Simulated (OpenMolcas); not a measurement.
**Cr2+: moving or changing the point charges**

Cr2+ among 6 point charges of -2.2 e arranged as an octahedron (Oh), 1.97 Å from the ion.
```
   1.9700    0.0000    0.0000  -2.20
   0.0000    1.9700    0.0000  -2.20
  -1.9700    0.0000    0.0000  -2.20
   0.0000   -1.9700    0.0000  -2.20
   0.0000    0.0000    1.9700  -2.20
   0.0000    0.0000   -1.9700  -2.20
```

| Quantity | Value |
| --- | --- |
| Program | OpenMolcas |
| Method | SS-CASPT2, IPEA 0.25 Eh, imaginary shift 0.1 Eh (closed shells correlated: 3s 3p) |
| Basis | ANO-RCC-VDZP [5s4p2d1f] |
| Scalar Hamiltonian | DKH2, point nucleus |
| Active space | 4 electrons in 5 orbitals (3d) |
| State averaging | 2S+1 = 5 even, 5 roots; 2S+1 = 3 even, 45 roots; 2S+1 = 1 even, 50 roots |
| Spin-orbit coupling | state interaction with AMFI integrals over the reference wave functions |

Runs around this geometry, states (labels of O, the rotations of Oh). Energies in cm-1 above the lowest state or level, χT in cm3 K/mol.

```json
{"R (Å)": "1.97", "q (e)": "-1.76", "Ground state": "5E", "First state of that spin": "5T2 8140", "First gap with spin-orbit (degeneracies)": "6 (1, 3)", "χT at 300 K": "2.950", "First state of another spin": "3T1 12440"}
{"R (Å)": "1.97", "q (e)": "-2.2", "Ground state": "5E", "First state of that spin": "5T2 10210", "First gap with spin-orbit (degeneracies)": "6 (1, 3)", "χT at 300 K": "2.961", "First state of another spin": "3T1 10420"}
{"R (Å)": "2.19", "q (e)": "-2.2", "Ground state": "5E", "First state of that spin": "5T2 6510", "First gap with spin-orbit (degeneracies)": "7 (1, 3)", "χT at 300 K": "2.935", "First state of another spin": "3T1 14030"}
```

Taking the first state of the same spin as R^-n, n = -ln(6510 / 10210) / ln(2.19 / 1.97) = 4.3 between the shortest and longest distance.

Scaling the charges by -1.76 / -2.2 = 0.80 scales the first state of the same spin by 8140 / 10210 = 0.80; with fixed orbitals a first-order splitting would follow the charge.

Roots that are degenerate in the reference are averaged as groups; the widest CASPT2 spread within a group is 570 cm-1 (the 3-fold group of multiplicity 3 near 27800 cm-1 above the lowest state of its run, R = 1.97, q = -1.76). Shifts and gaps below about the spread of the groups concerned are not significant. An orbital doublet at a regular site is open to a Jahn-Teller distortion, which this geometry leaves out. Free-ion shares, where given, are those of the reference states; single-state CASPT2 does not remix them. Point charges carry no covalency, so the field is a model and not that of real ligands. No measured value stands beside these numbers.
